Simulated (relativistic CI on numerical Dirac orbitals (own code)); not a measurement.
## Ions with 7 electrons, Ag XLI to Dy LX

These numbers are calculated, not measured: Dirac-Coulomb-Breit CI, separate exchange-only KLI orbitals for each configuration, a model potential for QED, unscaled Slater integrals (own radial code, finite nucleus).

Configurations in the expansion (outside the closed core 1s2): 2s²2p³, 2s2p⁴, 2p⁵, 2p⁴3s, 2s²2p²3s, 2p⁴3p, 2p⁴3d. Levels of other configurations are missing.

Energies above each ion's lowest level, in eV. Levels are followed by their leading LS label, which can pass from one level to another where the coupling changes.

| Ion | 2s²2p³ ²P°3/2 | 2s²2p³ ⁴S°3/2 | 2s²2p³ ²D°5/2 | 2s²2p³ ²P°1/2 | 2s2p⁴ ⁴P5/2 | 2s²2p³ ²P°3/2' | 2s2p⁴ ²S1/2 |
| --- | --- | --- | --- | --- | --- | --- | --- |
| Ag XLI | 0 | 168.47 | 186.51 | 211.1 | 348.44 | 380.52 | 404.96 |
| Cd XLII | 0 | 186.01 | 204.42 | 229.86 | 371.24 | 416.89 | 429.64 |
| In XLIII | 0 | 204.92 | 223.66 | 249.97 | 395.46 | 455.96 | 455.7 |
| Sn XLIV | 0 | 225.26 | 244.33 | 271.51 | 421.14 | 497.89 | 483.23 |
| Sb XLV | 0 | 247.1 | 266.49 | 294.56 | 448.39 | 542.81 | 512.3 |
| Te XLVI | 0 | 270.52 | 290.21 | 319.18 | 477.27 | 590.9 | 543 |
| I XLVII | 0 | 295.6 | 315.58 | 345.47 | 507.87 | 642.3 | 575.42 |
| Xe XLVIII | 0 | 322.43 | 342.69 | 373.51 | 540.28 | 697.2 | 609.64 |
| Cs XLIX | 0 | 351.08 | 371.61 | 403.38 | 574.58 | 755.75 | 645.75 |
| Ba L | 0 | 381.66 | 402.45 | 435.17 | 610.87 | 818.15 | 683.84 |
| La LI | 0 | 414.25 | 435.28 | 468.97 | 649.24 | 884.58 | 724.03 |
| Ce LII | 0 | 448.95 | 470.22 | 504.9 | 689.8 | 955.23 | 766.41 |
| Pr LIII | 0 | 485.87 | 507.35 | 543.03 | 732.65 | 1030.3 | 811.08 |
| Nd LIV | 0 | 525.1 | 546.8 | 583.49 | 777.9 | 1110.1 | 858.15 |
| Pm LV | 0 | 566.76 | 588.66 | 626.37 | 825.64 | 1194.7 | 907.74 |
| Sm LVI | 0 | 610.97 | 633.05 | 671.81 | 875.99 | 1284.4 | 959.93 |
| Eu LVII | 0 | 657.83 | 680.09 | 719.9 | 929.12 | 1379.4 | 1014.9 |
| Gd LVIII | 0 | 707.48 | 729.9 | 770.79 | 985.11 | 1480 | 1072.8 |
| Tb LIX | 0 | 760.05 | 782.61 | 824.59 | 1044.2 | 1586.5 | 1133.7 |
| Dy LX | 0 | 815.65 | 838.36 | 881.44 | 1106.3 | 1699 | 1197.7 |

The lowest level keeps the configuration 2s²2p³ and J = 3/2 throughout.

Between Z = 63 and 66 the energy of 2s²2p³ ⁴S°3/2 follows a local power law Z^4.6. For orientation: electrostatic splittings inside a shell grow about linearly with the screened charge, excitations that change n as its square, and fine structure as its fourth power; written in Z itself the exponents are larger, since the screened charge grows faster in proportion.
